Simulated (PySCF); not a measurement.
Ligands exchanged one at a time, Si Br-OH. Gas-phase values, no solvent. One relaxed conformer stands for each flexible species; it need not be the lowest. Strings in code marks are SMILES.

Level of theory: B3LYP-D3(BJ)/def2-TZVP // PBE0-D4/def2-TZVP (PySCF). All candidates: neutral, multiplicity 1. B3LYP has the VWN-RPA correlation part, as in Gaussian. Delta-SCF ions had no search for a lower state. 

```json
{
 "LUMO": "-1.22 eV",
 "HOMO–LUMO gap": "7.01 eV",
 "vertical ionisation energy (Delta-SCF)": "10.31 eV"
}
```

### Question
Which member has these values?
A) `O[Si](O)(Br)Br` (H–O–Si–Br torsion -66°, Br–Si–O–H torsion -46°)
B) `O[Si](Br)(Br)Br` (H–O–Si–Br torsion 180°)
C) `Br[Si](Br)(Br)Br`

### Answer
B, `O[Si](Br)(Br)Br` (H–O–Si–Br torsion 180°). The others give `Br[Si](Br)(Br)Br`: -1.89 eV, 6.52 eV, 10.33 eV; `O[Si](O)(Br)Br` (H–O–Si–Br torsion -66°, Br–Si–O–H torsion -46°): -0.50 eV, 7.65 eV, 10.42 eV
